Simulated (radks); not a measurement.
The numbers below are computed, except where a source is named.
Neutral barium inside a hard spherical wall (all orbitals vanish at R), configuration held at [Xe] 6s2 and not refilled when levels cross. Code: a radial shooting solver on a logarithmic mesh with Libxc functionals. Model: scalar-relativistic Kohn-Sham, r2SCAN, spin-polarised, spherical densities, finite nucleus; meta-GGA in the generalised Kohn-Sham scheme; Fermi nuclear charge, rms radius 4.8378 fm. Eigenvalues in eV for spin up, with the zero of energy where the potential of the charges vanishes at infinity; a dash marks a level that is unbound or too diffuse for the functional's potential to be trusted. A positive occupied level is held by the wall or, in an anion where self-interaction has pushed it up, behind a barrier. The pressure on the wall is -dE/dV.

R (bohr),E (hartree),kinetic (hartree),e(4d),e(5s),e(5p),e(6s),"e(5d, empty)","e(6p, empty)",pressure (GPa)
free,-8136.2594,8588.987,-91.515,-34.814,-19.463,-3.267,-1.875,-1.172,0
20,-8136.2594,8588.987,-91.515,-34.814,-19.463,-3.267,-1.874,-1.171,< 0.0001
15,-8136.2593,8588.988,-91.507,-34.806,-19.455,-3.262,-1.868,-1.155,0.000659
6,-8136.0616,8589.834,-88.206,-31.726,-16.525,0.852,1.091,5.504,11.2
4,-8134.8076,8594.526,-79.976,-25.225,-10.178,18.953,9.981,29.473,252
3,-8130.7313,8608.680,-64.193,-12.592,4.069,63.119,30.245,80.842,2160
2,-8105.0570,8686.435,-17.771,47.512,74.902,257.08,121.92,289.57,37400
